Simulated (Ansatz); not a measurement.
Basis-set extrapolation for C3H10Si2, SMILES `CC=C([SiH3])[SiH3]` (PBE0-D4/def2-TZVP geometry, frozen core, the Gaussian-basis code of Ansatz). Multiplicity 1, RHF reference.

```json
{"": "HF", "def2-TZVPP": "-697.334476", "def2-QZVPP": "-697.357982"}
{"": "MP2 correlation", "def2-TZVPP": "-0.757259", "def2-QZVPP": "-0.806861"}
{"": "CCSD(T) correlation", "def2-TZVPP": "-0.859872", "def2-QZVPP": "not run"}
```

Energies in hartree. Use E(X) = E(∞) + A·exp(−7.88·√X) for Hartree–Fock and E(X) = E(∞) + B·X^(−2.97) for correlation, with X = 3 and 4, and add CCSD(T) minus MP2 of the smaller set to the MP2 limit.

Task: What is the CCSD(T) energy at the basis-set limit?

Result: HF limit: -697.357982 + (-0.023506) × 0.13774 = -697.36122. MP2 limit: -0.806861 + (-0.049602) × 0.74074 = -0.84360. Higher-order term: -0.859872 − (-0.757259) = -0.10261. Total: -698.30743 hartree, 296.9 kJ/mol below CCSD(T)/def2-TZVPP.
